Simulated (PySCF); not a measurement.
**Pb (lead, neutral) across methods**

[Xe] 4f14 5d10 6s2 6p2, high-spin 3P determinant. All numbers are calculated (PySCF 2.14, a scalar-relativistic core potential, in cc-pVTZ-PP with ECP60MDF (5s4p3d1f, 39 functions)). The B2PLYP total includes its PT2 part (frozen core); its orbital energies are those of the SCF part.

```
method  E (hartree)  mean ε 6s α (eV)  mean ε 6s β (eV)  mean ε 6p α (eV)  Σ⟨r²⟩ (bohr²)   ⟨S²⟩
 B3LYP    -192.9057           -13.345           -12.170            -4.513          66.09  2.002
  MN15    -192.4637           -14.781           -13.338            -5.246          65.53  2.002
   PBE    -192.8644           -12.274           -11.297            -3.888          66.07  2.002
r2SCAN    -192.9255           -12.756           -11.413            -4.193          65.69  2.005
   UHF   -191.83574           -16.964           -13.706            -6.935          66.75  2.010
B2PLYP    -192.5117           -14.838           -12.863            -5.454          66.24  2.004
   LDA    -192.5680           -12.556           -11.722            -3.985          66.02  2.001
  TPSS    -192.7768           -12.345           -11.181            -3.927          65.94  2.002
```

**Question.** Estimate the same row for PBE0.

**Answer.** E (hartree) = -192.8368; mean ε 6s α (eV) = -13.677; mean ε 6s β (eV) = -12.167; mean ε 6p α (eV) = -4.783; Σ⟨r²⟩ (bohr²) = 65.83; ⟨S²⟩ = 2.003.

Energies and moments cover only the electrons outside the core potential. Spin-orbit coupling is strong in this species (close to jj coupling), so the high-spin LS determinant is a model state, not a physical level.
